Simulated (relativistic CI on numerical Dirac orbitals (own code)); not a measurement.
**Slater and spin-orbit integrals, La XXXVI**

Method of calculation: Dirac-Coulomb-Breit CI, orbitals from a KLI potential per configuration, model QED (radiative potential, 1s self-energy scaled to tabulated hydrogen-like ionisation energies), unscaled Slater integrals (own radial code, finite nucleus).

Slater integrals F^k, G^k are unscaled and averaged over j, outside the closed core [Ne]; ζ comes from projecting the Hamiltonian with its Breit term on Σ l·s of the shell.

- 3s2 3p6 3d4: F^2(3d,3d) = 433170, F^4(3d,3d) = 279530, ζ(3d) = 65771 cm⁻¹; <r>(3d) = 0.2354, <r^2>(3d) = 0.06433 (bohr units).
- 3s2 3p5 3d5: ζ(3p) = 498030, F^2(3d,3d) = 432310, F^4(3d,3d) = 278940, F^2(3p,3d) = 376980, G^1(3p,3d) = 405420, G^3(3p,3d) = 269700, ζ(3d) = 65031 cm⁻¹; <r>(3p) = 0.2634, <r^2>(3p) = 0.08016, <r>(3d) = 0.2358, <r^2>(3d) = 0.06456 (bohr units).
- 3s 3p6 3d5: F^2(3d,3d) = 432000, F^4(3d,3d) = 278740, G^2(3s,3d) = 306300, ζ(3d) = 65422 cm⁻¹; <r>(3s) = 0.2691, <r^2>(3s) = 0.08257, <r>(3d) = 0.236, <r^2>(3d) = 0.06466 (bohr units).

(1) Give the Racah parameters of the d shell in 3s2 3p6 3d4.

Averages of the first 10 configurations, taken without configuration mixing, which lowers the lowest level and can move excited configurations by several eV; other configurations of the list can lie among them:

```json
{"Configuration": "3s2 3p6 3d4", "Parity": "even", "States": "210", "Average energy above the lowest level (eV)": "56.6"}
{"Configuration": "3s2 3p5 3d5", "Parity": "odd", "States": "1512", "Average energy above the lowest level (eV)": "321.9"}
{"Configuration": "3s 3p6 3d5", "Parity": "even", "States": "504", "Average energy above the lowest level (eV)": "535.7"}
{"Configuration": "3s2 3p6 3d3 4s", "Parity": "even", "States": "240", "Average energy above the lowest level (eV)": "1004.9"}
{"Configuration": "3s2 3p6 3d3 4p", "Parity": "odd", "States": "720", "Average energy above the lowest level (eV)": "1083.9"}
{"Configuration": "3s2 3p6 3d3 4d", "Parity": "even", "States": "1200", "Average energy above the lowest level (eV)": "1186.0"}
{"Configuration": "3s2 3p5 3d4 4s", "Parity": "odd", "States": "2520", "Average energy above the lowest level (eV)": "1262.8"}
{"Configuration": "3s2 3p6 3d3 4f", "Parity": "odd", "States": "1680", "Average energy above the lowest level (eV)": "1274.4"}
{"Configuration": "3s 3p6 3d4 4s", "Parity": "even", "States": "840", "Average energy above the lowest level (eV)": "1478.2"}
{"Configuration": "3p6 3d5 4p", "Parity": "odd", "States": "1512", "Average energy above the lowest level (eV)": "2036.0"}
```

Answers

(1) B = F²/49 − 5F⁴/441 = 5671 cm⁻¹ and C = 35F⁴/441 = 22185 cm⁻¹.
